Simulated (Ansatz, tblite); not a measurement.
Forces on the cluster H2Au3⁺ at its PBE-D4/def2-TZVP geometry. The state is a singlet with charge 1.

In the def2 sets Au takes a core potential; there is no spin–orbit coupling. The xTB rows come from tblite. The structure comes from a short search, and lower isomers may exist.

GFN1-xTB (tblite), largest force 1.22 eV/Å:

```xyz
5
positions Å, forces eV/Å
Au    0.009   -0.110    0.017   -0.027    0.330   -0.054
Au    1.303   -0.671   -2.226   -0.166    0.659    1.008
Au   -1.234   -0.152    2.357    0.082    0.333   -1.166
H     1.388    0.436   -1.008   -0.469   -0.772   -0.318
H    -1.466    0.496    0.860    0.581   -0.550    0.530
```

GFN2-xTB (tblite), largest force 1.30 eV/Å:

```
Au -0.057 0.688 -0.111
Au 0.299 0.668 0.517
Au -0.391 0.419 -0.688
H -0.351 -1.052 -0.669
H 0.501 -0.723 0.953
```

r2SCAN-D4/def2-TZVP (Ansatz), largest force 0.33 eV/Å:

```
Au -0.004 0.043 -0.008
Au -0.077 0.150 0.284
Au 0.058 0.066 -0.319
H -0.074 -0.152 -0.082
H 0.097 -0.107 0.125
```
